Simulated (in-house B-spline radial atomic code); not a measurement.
**Cd8+: [Kr] 4d3 8f1 (an excited or competing configuration)**

Method: Dirac-Hartree-Fock, average of configuration, Fermi nucleus of rms radius 4.6087 fm. Calculated with an all-electron radial atomic-structure program (B-spline basis).

Z_r = [3n² - l(l+1)]/(2<r>); Z_e = n√(-2ε); the last column is Slater's effective charge. Values are occupation-weighted means over j. An effective charge above Z reflects the relativistic contraction of the inner shells.

```tsv
shell	electrons	ε (eV)	<r> (bohr)	Z_r	Z_e	Slater
1s	2	-27038	0.03039	49.36	44.58	47.70
2s	2	-4248.5	0.131	45.79	35.34	43.85
2p	6	-3826.2	0.1147	43.59	33.54	43.85
3s	2	-966.21	0.3553	37.99	25.28	36.75
3p	6	-823.64	0.3541	35.30	23.34	36.75
3d	10	-599.27	0.3327	31.56	19.91	26.85
4s	2	-282.74	0.8415	28.52	18.23	20.25
4p	6	-234.12	0.893	25.76	16.59	20.25
4d	3	-167.51	1	21.00	14.04	11.30
8f	1	-19.104	8.933	10.08	9.48	9.00
```

The least bound orbital is 8f7/2 at -19.1 eV, and it is also the most diffuse (<r> = 8.934 bohr).

Spin-orbit splittings of the orbital energies (j = l + 1/2 above j = l - 1/2 when positive): 2p 193.4 eV, 3p 35.79 eV, 3d 7.171 eV, 4p 7.045 eV, 4d 1.097 eV, 8f 0.006361 eV.

For the 1s electron the small component carries 3.1 % of the norm, the zero-frequency Breit interaction raises the level by 59.47 eV, self-energy by 33.35 eV, and vacuum polarisation lowers it by 4.252 eV.
